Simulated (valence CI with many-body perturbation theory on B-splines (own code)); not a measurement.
The numbers below are computed, except where a source is named.
**Pb XIX: input, log and results**

Level of theory: relativistic CI+MBPT: four valence electrons over a frozen Dirac-Fock core [Kr] 4d10 4f14, radial functions for each j: 6 s, 6 p, 5 d, 3 f, 1 g, with the one-electron correlation potential Σ1 (screened to all orders), the two-electron term Σ2, the three-electron term Σ3, Breit, model QED; selected single and double excitations, second order for the rest, scaled by the run's own slope (own B-spline code, finite nucleus).

Command, and the settings that its task file holds:

```sh
python run_cv.py task.json out
```

```
atom Pb  Z=82  mass_number=208  rms_radius_fm=5.5012
core [Kr] 4d10 4f14
valence 5s2 5p2
avg = 1
basis = S
breit = 1
cap = 20000
capref = 1200
cscale = 1
de = 0.0
dress = 0
eps = 2e-08
extrap = 1
h = 0.27
hh = 1
l2 = 3
lcore = 6
maxit = 60
n2 = 5
natural = 1
nlev = 30
nno = [3, 3, 3, 2, 1]
nroot = 26
nsp = [3, 3, 2, 1, 0]
pt2 = 1
qed = 1
rpa = 1
s1 = 1
s2 = 1
s3 = 1
screen = 1
tol = 2e-05
whole = 1
```

It took 120 s on 1 thread of Arm Neoverse N1, with other jobs on the host.

Log. The first blocks belong to the next ion, which gives the ionisation energy. Fields: 2J, parity (1 odd), roots, reference size, generating configurations, candidates as configurations/state functions, variational space P, stored matrix elements, Davidson steps; e2 is the range of second-order energies in hartree. The first line gives the box (bohr), its intervals, the orbitals and the steps of their self-consistent field. Window is the range of levels sought, series limit the energy at which the first omitted orbital would enter, core excitation an estimate of the first excitation out of the core, left out the lowest levels not solved, and shifts from estimates the range by which levels moved from their first estimate, all in cm⁻¹.

```
rmax 7.9 intervals 60 orbitals 36 references ['5s2 5p2', '5s 5p3', '5s2 5p 5d', '5p4', '5s 5p2 5d'] scf 5 t 2.0
2J=1 par=1 roots 2 ref 37 generators 5 cand 1120/1674 P 618/905 nnz 0 it 0
2J=1 par=1 roots 2 ref 37 generators 14 cand 1204/1784 P 828/1198 nnz 0 it 0
   second order: generators 23 cand 1707/2544 e2 -0.00001 -0.00000
reference levels 566, estimated 7, window 455209 1/cm; series limit 2130154, core excitation 569011
2J=0 par=0 roots 2 ref 34 generators 7 cand 2255/3867 P 869/1232 nnz 0 it 0
2J=0 par=0 roots 2 ref 34 generators 9 cand 2963/5372 P 1333/2009 nnz 0 it 5
   second order: generators 22 cand 5984/11360 e2 -0.00002 -0.00001
2J=2 par=0 roots 1 ref 63 generators 4 cand 2461/9864 P 657/2035 nnz 0 it 4
2J=2 par=0 roots 1 ref 63 generators 7 cand 2588/11166 P 916/2890 nnz 1.2e+06 it 4
   second order: generators 14 cand 5458/24041 e2 -0.00003 -0.00003
2J=4 par=0 roots 2 ref 84 generators 7 cand 2542/13161 P 987/3289 nnz 1.7e+06 it 4
2J=4 par=0 roots 2 ref 84 generators 14 cand 3652/20591 P 1298/4673 nnz 2.7e+06 it 5
   second order: generators 24 cand 5613/35556 e2 -0.00004 -0.00004
left out: unestimated 783716, estimated 585743, shifts from estimates 0 to 5
operators 10.3
```

The Davidson iterations converged.

No measured levels were compared; by estimate levels hold to about 250 cm⁻¹ or 0.2 % of their energy and the worst to 1 %, as in measured heavy ions of charge 2 to 7. The list stops below the first excitations out of the core. Only levels of the ground parity were solved; by the run's estimate the other parity begins above the list, which can be wrong where configurations are misplaced.

```
Valence energy                            : -78.2503 hartree
Ionisation energy                         : 467.6 eV (NIST: 478 ± 24 eV (theoretical))
Reference configurations for the orbitals : 5s2 5p2, 5s 5p3, 5s2 5p 5d, 5p4, 5s 5p2 5d
Radial orbitals                           : 36
Box radius                                : 7.859 bohr
Largest variational space                 : 4673
Lowest levels                             : (5s^2 5p1/2^2) J=0 0.000, (5s^2 5p1/2 5p3/2) J=1 27.233, (5s^2 5p1/2 5p3/2) J=2 29.252 eV
```

Levels are named by their leading jj configuration (3d3/2^4 stands for four electrons in 3d with j = 3/2), which in mixed levels can hold well under half, so a name can repeat and another be missing.
